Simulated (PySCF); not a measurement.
Match the calculated data to a structure.

All candidates are C6H9N.

- 13C NMR: chemical shifts (computed TMS as zero) by class: 166.2 (1 C), 147.1 (1 C), 145.0 (1 C), 127.2 (1 C), 125.5 (1 C), 43.1 (1 C) ppm [GIAO PBE0/pcSseg-1]
- 1H NMR: chemical shifts (computed TMS as zero) by class: 8.21 (1 H), 6.47 (1 H), 5.54 (1 H), 5.52 (1 H), 5.50 (1 H), 5.10 (1 H), 3.52 (3 H) ppm [GIAO PBE0/pcSseg-1]
- UV, first state: lowest singlet excitation: 4.61 eV (269 nm, f = 0.003) [TDDFT wB97X-D/def2-SVPD]
- Rotational structure: rotational constants A, B, C: 4.162, 1.916, 1.523 GHz [PBE0-D3(BJ)/def2-SVP]
- UV, strongest line: among the 10 lowest singlet transitions: S2 at 5.60 eV (221 nm, f = 0.248) [TDDFT wB97X-D/def2-SVPD]
- Dipole: 1.92 D [wB97X-D/def2-SVPD]

Electronic properties: PySCF, gas phase, density fitting. Levels stand in brackets. Geometry: PBE0-D3(BJ)/def2-SVP, one conformer, isolated molecule. Each NMR value is the plain mean over a class of atoms that symmetry, rotation or inversion makes alike.

**Question.** Which candidate is it?
A. `N[C@@H]1C=C[C@H]2C[C@@H]12`
B. `C=CC/C=N/C=C`
C. `C=CC(=C)/C=N\C`
D. `CCn1cccc1`

**Answer.** C. It is `C=CC(=C)/C=N\C`. Numbering: `[CH2:1]=[CH:2][C:3](=[CH2:4])/[CH:5]=[N:6]\[CH3:7]`. Its formula, C6H9N, gives 3 degrees of unsaturation: 0 rings and 3 π bonds in the structure found. 6 carbons fall into 6 classes; from least to most shielded: imine carbon [C5] (166.2 ppm), fully substituted alkene carbon [C3] (147.1 ppm), alkene CH carbon [C2] (145.0 ppm), terminal =CH2 carbon [C4] (127.2 ppm), terminal =CH2 carbon [C1] (125.5 ppm), N-methyl carbon [C7] (43.1 ppm). Hydrogen classes from least to most shielded: 1 H on an imine carbon, C5 (8.21 ppm), 1 H on an alkene CH carbon, C2 (6.47 ppm), 1 H on a terminal =CH2 carbon, C1 (5.54 ppm), 1 H on a terminal =CH2 carbon, C4 (5.52 ppm), 1 H on a terminal =CH2 carbon, C1 (5.50 ppm), 1 H on a terminal =CH2 carbon, C4 (5.10 ppm), 3 H on an N-methyl carbon, C7 (3.52 ppm). The optimised geometry has point group C1 and is an asymmetric top.

The others, at the same levels:
- `CCn1cccc1` fails: it has 4 carbon classes against 6; its computed 13C shifts are 122.9 (2 C), 114.7 (2 C), 46.3 (1 C), 20.7 (1 C) ppm, 1H shifts are 6.52 (2 H), 6.28 (2 H), 3.62 (2 H), 1.26 (3 H) ppm and rotational constant A is 6.535 GHz (against 4.162 GHz).
- `C=CC/C=N/C=C` fails: its computed 13C shifts are 169.0 (1 C), 155.4 (1 C), 142.8 (1 C), 126.6 (1 C), 125.3 (1 C), 47.0 (1 C) ppm, 1H shifts are 7.26 (1 H), 6.71 (1 H), 5.91 (1 H), 5.84 (1 H), 5.51 (1 H), 5.45 (1 H), 5.35 (1 H), 3.04 (2 H) ppm and rotational constant A is 12.396 GHz (against 4.162 GHz).
- `N[C@@H]1C=C[C@H]2C[C@@H]12` fails: its computed lowest singlet excitation is 6.37 eV (195 nm, f = 0.037) (against 4.61 eV), rotational constant A is 4.783 GHz (against 4.162 GHz) and smallest rotational constant is 2.071 GHz (against 1.523 GHz).

Each candidate is one conformer, not necessarily the lowest. Dipoles, sizes and rotational constants follow the conformer. The torsions of the flexible species, by atom-mapped SMILES:
- `[CH2:1]=[CH:2][C:3](=[CH2:4])/[CH:5]=[N:6]\[CH3:7]`: C1–C2–C3–C4 -173°, C2–C3–C5–N6 -123°
- `[CH3:1][CH2:2][n:3]1[cH:4][cH:5][cH:6][cH:7]1`: C1–C2–N3–C4 -87°
- `[CH2:1]=[CH:2][CH2:3]/[CH:4]=[N:5]/[CH:6]=[CH2:7]`: C1–C2–C3–C4 -115°, C2–C3–C4–N5 -112°, C4–N5–C6–C7 180°

The conformers of `N[C@@H]1C=C[C@H]2C[C@@H]12` aren't listed.
